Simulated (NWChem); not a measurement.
**Relativistic effects in CF₂I**

```xyz
4

F      1.9251    -0.0767    -1.0732
C      1.3048     0.3407     0.0000
F      1.9251    -0.0767     1.0732
I     -0.8015    -0.0125     0.0000
```
Charge 0, spin multiplicity 2.

Everything below was run with NWChem. Structure: optimised with UPBE0/def2-SVP with def2 effective core potentials on I, a minimum by its harmonic frequencies.

Functional B3LYP, all-electron basis x2c-SVPall-2c, contracted for the X2C Hamiltonian and used here with ZORA. The ion keeps the geometry and has multiplicity 1 in the scalar run; the spin-orbit run starts from the same electron counts.

Relative cost: rough, from shared machines, SCF included, scalar ZORA = 1.

B3LYP has NWChem's definition, with VWN1-RPA local correlation. The structure started from a generated list of species. No SCF solution was tested for a lower state.

```tsv
Hamiltonian	ΔSCF ionisation energy (eV)	relative cost
scalar ZORA	9.16	1
spin-orbit ZORA	9.08	under 3
```

From scalar ZORA to spin-orbit ZORA the ionisation energy shrinks by 0.08 eV.
